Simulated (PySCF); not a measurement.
CrH2O4, SMILES [Cr]([OH])(=[O])(=[O])[OH], multiplicity 1. Atoms are numbered in the order given.

```xyz
7

Cr     0.0000     0.0000     0.0482
O      0.0000     1.2478     0.9687
O      0.0000    -1.2478     0.9687
O     -1.4043     0.0000    -0.9644
H     -2.3078     0.0000    -0.6137
O      1.4043     0.0000    -0.9644
H      2.3078     0.0000    -0.6137
```

Geometry optimised at B3LYP-D3(BJ)/def2-SVP. The geometry has at least one imaginary mode, so it is a saddle point at that level. The spin state was assumed, not searched. The values are those of a single conformer.

Level of theory: B3LYP/pcSseg-1 in PySCF.

GIAO shieldings, no solvent; atoms alike by connectivity are averaged. δ = σ(ref) − σ: ¹⁷O against H2O (σ = 333.8 ppm); ¹H against TMS (σ = 31.68 ppm), references at their B3LYP-D3(BJ)/def2-TZVP geometries, non-relativistic.

Problem. Estimate the chemical shifts. (Estimate from the structure and the level; the computed values follow.)

Solution. 
```csv
nucleus,atoms,count,δ (ppm)
¹⁷O,"O2, O3",2,1415.6
¹⁷O,"O4, O6",2,345.9
¹H,"H5, H7",2,7.48
```
